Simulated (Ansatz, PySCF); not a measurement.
Process, species as SMILES: ClCCl -> [CH2]Cl + Cl atom (the C-Cl bond at the site shown breaks; other sites are not compared here)
Geometries: B3LYP-D3(BJ)/def2-TZVP minima from Ansatz (a quantum-chemistry and plane-wave program).

Property: bond dissociation energy (electronic energy difference), in eV. Valence correlation only, unless marked. UHF or UKS for open shells. No spin-orbit coupling. Non-relativistic. CBS(X,Y): correlation extrapolated as X^-3; Hartree-Fock from the larger set. [CCSD(T)-MP2]/basis is that difference in the basis named.

```csv
level,program,bond dissociation energy (eV)
HF/def2-TZVPD,PySCF,2.11
r2SCAN-D3(BJ)/def2-TZVPD,Ansatz + dftd3,3.41
PBE0/6-31G*,Ansatz,3.47
PBE0/def2-TZVP,Ansatz,3.47
```

**Question.** Estimate the value at RI-MP2/CBS(aug-cc-pV(T+d)Z,aug-cc-pV(Q+d)Z)+[CCSD(T)-MP2]/aug-cc-pV(T+d)Z as computed with Ansatz.

**Answer.** 3.60 eV
